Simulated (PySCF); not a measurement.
Job file and geometry (Å, from PBE0-D3(BJ)/def2-SVP) of a spin–spin coupling run on SMILES C=C(C)C[AsH]C, C₅H₁₁As, B3LYP/pcJ-1 As:pcSseg-1 indirect spin-spin coupling, non-relativistic, gas phase (PySCF 2.14.0, density-fitted response routines); density fitting, a coarse starting grid and PySCF grid level 2 are the driver's defaults:

```
{"job": {"kind": "j", "xc": "B3LYP", "basis": "pcJ-1"}, "charge": 0, "multiplicity": 1}
C     -1.296682    -1.194861    -0.924123
C     -1.195711    -0.272520     0.043429
C     -2.108573     0.916360     0.115515
C     -0.137852    -0.354553     1.099000
As     1.323570     0.958160     0.739390
C      2.178194    -0.042144    -0.721089
H     -2.055464    -1.118924    -1.707626
H     -0.627486    -2.059279    -0.957221
H     -1.532502     1.856887     0.095333
H     -2.827255     0.931864    -0.715203
H     -2.673245     0.914580     1.063059
H      0.296866    -1.362468     1.158520
H     -0.546408    -0.092411     2.088646
H      2.233846     0.423728     1.844937
H      1.514865    -0.002458    -1.596708
H      3.133930     0.434081    -0.982029
H      2.354404    -1.092870    -0.451337
```

Q: What does the program print?

A: 
```
coarse grid: 60424 points
cycle   1  E = -2432.7589372871  dE = -5.668e-01  |g| = 8.739e-01  |ddm| = 3.337e+00
cycle   2  E = -2432.7119244230  dE =  4.701e-02  |g| = 8.571e-01  |ddm| = 1.041e+00
cycle   3  E = -2432.8345843171  dE = -1.227e-01  |g| = 1.540e-01  |ddm| = 7.913e-01
cycle   4  E = -2432.8406485225  dE = -6.064e-03  |g| = 4.044e-02  |ddm| = 2.152e-01
cycle   5  E = -2432.8410727801  dE = -4.243e-04  |g| = 8.763e-03  |ddm| = 4.243e-02
cycle   6  E = -2432.8410917774  dE = -1.900e-05  |g| = 1.377e-03  |ddm| = 9.483e-03
cycle   7  E = -2432.8410922543  dE = -4.768e-07  |g| = 4.436e-04  |ddm| = 1.977e-03
final grid: 128208 points
cycle   8  E = -2432.8410430937  dE = -1.585e-07  |g| = 7.417e-04  |ddm| = 3.887e-03
cycle   9  E = -2432.8410427461  dE =  3.476e-07  |g| = 1.387e-03  |ddm| = 1.712e-03
cycle  10  E = -2432.8410432293  dE = -4.833e-07  |g| = 1.082e-04  |ddm| = 1.125e-03
cycle  11  E = -2432.8410432322  dE = -2.839e-09  |g| = 1.481e-05  |ddm| = 1.081e-04
cycle  12  E = -2432.8410432322  dE = -5.639e-11  |g| = 3.781e-06  |ddm| = 1.606e-05
converged SCF energy = -2432.8410432322

Indirect spin-spin couplings (Hz)
  i      j    bonds     total        FC       PSO       DSO        SD
  0 C    1 C    1     77.807    87.334    -9.744     0.218         -
  0 C    2 C    2      3.714     3.982    -0.237    -0.030         -
  0 C    3 C    2      3.276     3.414    -0.153     0.015         -
  0 C    6 H    1    166.883   165.642     0.581     0.660         -
  0 C    7 H    1    165.714   164.446     0.573     0.695         -
  0 C    8 H    3      6.846     6.913     0.266    -0.333         -
  0 C    9 H    3      6.071     6.340    -0.327     0.058         -
  0 C   10 H    3      6.402     6.490     0.261    -0.349         -
  0 C   11 H    3      6.137     6.341    -0.358     0.154         -
  0 C   12 H    3      7.894     7.930     0.328    -0.363         -
  0 C   14 H    5      0.454     0.316    -0.219     0.356         -
  0 C   15 H    5      0.341     0.364     0.175    -0.198         -
  0 C   16 H    5      0.266     0.245    -0.102     0.122         -
  1 C    2 C    1     44.765    45.945    -1.424     0.244         -
  1 C    3 C    1     43.813    45.444    -1.953     0.322         -
  1 C    5 C    3      0.160     0.151    -0.016     0.025         -
  1 C    6 H    2     -0.257     1.520    -1.455    -0.322         -
  1 C    7 H    2     -0.595     1.178    -1.485    -0.289         -
  1 C    8 H    2     -7.039    -7.150     0.048     0.063         -
  1 C    9 H    2     -3.232    -2.964    -0.217    -0.051         -
  1 C   10 H    2     -7.159    -7.230     0.060     0.011         -
  1 C   11 H    2     -2.955    -2.711    -0.342     0.098         -
  1 C   12 H    2     -6.376    -6.380    -0.118     0.122         -
  1 C   13 H    3      7.698     8.071     0.185    -0.558         -
  1 C   15 H    4     -0.304    -0.224     0.207    -0.286         -
  1 C   16 H    4     -0.236    -0.225    -0.045     0.034         -
  2 C    3 C    2      4.638     4.829    -0.235     0.045         -
  2 C    6 H    3      7.043     7.128    -0.108     0.023         -
  2 C    7 H    3     11.439    11.491     0.401    -0.452         -
  2 C    8 H    1    132.144   130.228     1.144     0.771         -
  2 C    9 H    1    135.659   133.878     1.087     0.694         -
  2 C   10 H    1    131.836   129.914     1.215     0.708         -
  2 C   11 H    3      7.169     7.152     0.384    -0.367         -
  2 C   12 H    3      3.444     3.329    -0.055     0.170         -
  2 C   13 H    4      0.441     0.753     0.200    -0.512         -
  3 C    5 C    2     -0.453    -0.396    -0.059     0.002         -
  3 C    6 H    3     11.979    11.963     0.376    -0.360         -
  3 C    7 H    3      7.194     7.164    -0.178     0.208         -
  3 C    8 H    3      2.898     2.793    -0.082     0.187         -
  3 C    9 H    3      9.449     9.392     0.379    -0.322         -
  3 C   10 H    3      2.263     2.150    -0.034     0.148         -
  3 C   11 H    1    144.456   142.382     0.805     1.268         -
  3 C   12 H    1    140.400   138.165     0.981     1.254         -
  3 C   13 H    2     -0.502    -0.432    -0.030    -0.040         -
  3 C   14 H    3      0.447     0.444    -0.058     0.060         -
  3 C   15 H    3      8.183     8.458     0.247    -0.522         -
  3 C   16 H    3      3.576     3.483    -0.118     0.211         -
  5 C    7 H    5      0.330     0.211    -0.125     0.243         -
  5 C    8 H    5      0.349     0.482     0.020    -0.152         -
  5 C   11 H    3      5.155     5.026    -0.084     0.212         -
  5 C   12 H    3      6.194     6.475     0.273    -0.555         -
  5 C   13 H    2     -1.162    -1.029     0.050    -0.183         -
  5 C   14 H    1    141.526   139.349     1.185     0.992         -
  5 C   15 H    1    140.170   137.922     1.309     0.939         -
  5 C   16 H    1    141.762   139.577     1.211     0.974         -
  6 H    7 H    2      2.743     2.325     3.537    -3.120         -
  6 H    8 H    4     -2.489    -2.502     1.013    -1.001         -
  6 H    9 H    4     -0.335    -0.438    -1.524     1.627         -
  6 H   10 H    4     -2.729    -2.675     0.998    -1.052         -
  6 H   12 H    4     -0.359    -0.385     1.586    -1.560         -
  6 H   13 H    5     -0.540     0.167     0.981    -1.689         -
  6 H   14 H    6      0.289     0.065    -0.137     0.361         -
  7 H    8 H    4     -2.028    -2.002     1.542    -1.568         -
  7 H    9 H    4      0.381     0.450     1.468    -1.537         -
  7 H   10 H    4     -2.224    -2.181     1.530    -1.574         -
  7 H   11 H    4     -0.283    -0.692    -1.691     2.100         -
  7 H   12 H    4     -1.585    -1.662     1.216    -1.139         -
  7 H   13 H    5     -0.523     0.000     0.379    -0.902         -
  7 H   14 H    6      0.510     0.139    -1.038     1.409         -
  7 H   16 H    6      0.333    -0.018    -1.144     1.496         -
  8 H    9 H    2    -13.475   -13.824     2.527    -2.178         -
  8 H   10 H    2    -19.480   -19.928     2.399    -1.951         -
  8 H   11 H    4     -0.366    -0.331     1.541    -1.576         -
  8 H   12 H    4     -1.077    -1.382    -0.073     0.378         -
  8 H   13 H    5     -1.673     0.145     0.592    -2.410         -
  8 H   15 H    6     -0.445     0.062     0.392    -0.899         -
  8 H   16 H    6     -0.587    -0.127     0.605    -1.065         -
  9 H   10 H    2    -13.543   -13.774     2.588    -2.357         -
  9 H   11 H    4      2.896     2.852     1.619    -1.575         -
  9 H   12 H    4      0.467     0.322     1.458    -1.314         -
  9 H   13 H    5     -1.093    -0.176     1.036    -1.952         -
  9 H   15 H    6     -0.247    -0.015     0.698    -0.930         -
 10 H   11 H    4     -0.430    -0.546     1.170    -1.054         -
 10 H   12 H    4     -1.138    -1.555    -1.294     1.711         -
 10 H   13 H    5     -0.531     0.215     0.612    -1.358         -
 10 H   15 H    6     -0.314     0.094     0.883    -1.291         -
 10 H   16 H    6     -0.326    -0.076     0.796    -1.047         -
 11 H   12 H    2    -11.243   -12.331     2.252    -1.163         -
 11 H   13 H    3      5.089     4.562    -0.504     1.031         -
 11 H   14 H    4     -0.200    -0.304     0.024     0.080         -
 11 H   15 H    4     -0.618    -0.303     0.935    -1.251         -
 11 H   16 H    4      0.370    -0.275    -1.637     2.281         -
 12 H   13 H    3      1.785     1.597    -0.146     0.334         -
 12 H   14 H    4     -1.056    -0.500     1.220    -1.776         -
 12 H   15 H    4      0.202     1.176     1.353    -2.328         -
 12 H   16 H    4     -0.752    -0.433     0.892    -1.210         -
 13 H   14 H    3     14.208    15.937     1.662    -3.391         -
 13 H   15 H    3      0.632     0.771     0.285    -0.424         -
 13 H   16 H    3      7.516     7.076    -0.323     0.763         -
 14 H   15 H    2    -13.784   -14.787     2.755    -1.753         -
 14 H   16 H    2    -11.825   -12.824     2.664    -1.665         -
 15 H   16 H    2    -11.881   -12.856     2.850    -1.875         -
```

Size and cost of the density-fitted run: 286 basis functions, 68 s wall time on 1 thread of an x86-64 server CPU, shared host.
